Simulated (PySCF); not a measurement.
# Gas-phase XPS of MnO3F, computed

MnO3F (singlet state).
Bonds: Mn1–O2, Mn1–O3, Mn1–O4, Mn1–F5.

Method used: delta-SCF UKS SCAN, pcX-2 on the ionised atom (unc-x2c-TZVPall on a metal), pcseg-1 elsewhere, spin-free X2C (PySCF). Each binding energy is the total energy of the core-ionised species, with the hole localised on one atom, minus that of the ground state; both are solved self-consistently, so orbital relaxation is included.

What binding energy does each computed site have?

| atom(s) | environment | level | binding energy (eV) | count |
| --- | --- | --- | --- | --- |
| F5 | fluorine bonded to Mn | F 1s | 692.82 | 1 |
| O2/O3/O4 | oxygen bonded to Mn | O 1s | 539.97 | 3 |

Express the binding energy of O 1s of O2 (atom 2)/O3/O4 in atomic units and per mole.

539.97 eV = 19.8435 Eh = 52099 kJ/mol.

Which photon wavelength matches the O 1s of O2/O3/O4 threshold?

λ = hc/E = 12398.42 eV Å / 539.97 eV = 22.961 Å.

Atoms equivalent by their bonding share one computed value, that of the first of them. Not every level is listed. No level of manganese is listed. Isolated species at its PBE0-D3(BJ)/def2-SVP geometry, gas phase. Metal 2p energies of this one-determinant scheme are less reliable than its 1s energies.
